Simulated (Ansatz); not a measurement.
Computed with Ansatz on PBE0-D4/def2-TZVP structures; ΔE is electronic, products minus reactants. CCSD(T)/CBS is the MP2 limit (def2-TZVPP, def2-QZVPP) plus CCSD(T) − MP2 in def2-TZVPP, frozen cores. This one scheme is used for every species. Functionals use def2-TZVPP. B3LYP here is the variant with VWN-RPA as its local correlation; programs differ in this. Open shells (•) are unrestricted, without spin–orbit coupling.

`[SiH3]C1C=C1` → `[CH]1C=C1`• + `[SiH3]`•  (homolysis of the C–Si bond)

(1) What is ΔE at CCSD(T)/CBS? (Estimate.)

(2) What do these levels give: B97M-V, B3LYP-D4, B2PLYP, r2SCAN0, RPA@PBE/def2-TZVPP, CCSD(T)/def2-TZVPP? (Estimate.)

Largest T1 diagnostic among the species: 0.015.

## Answers

(1) Computed: +367.6 kJ/mol.

(2) The calculation gave: B97M-V 350.4, B3LYP-D4 344.2, B2PLYP 346.1, r2SCAN0 329.4, RPA@PBE/def2-TZVPP 345.3, CCSD(T)/def2-TZVPP 357.6 kJ/mol.

From BLYP to BHLYP (50 % exact exchange), in def2-TZVPP and without D4, ΔE moves by +9.2 kJ/mol. Leaving LDA and LC-ωPBE aside and taking each functional with its dispersion term where it has one, the values, not all of them listed here, spread over 35.5 kJ/mol, from r2SCAN0-D4 to ωB97M-V. LDA lies +55.8 kJ/mol from PBE without D4, its usual overbinding.
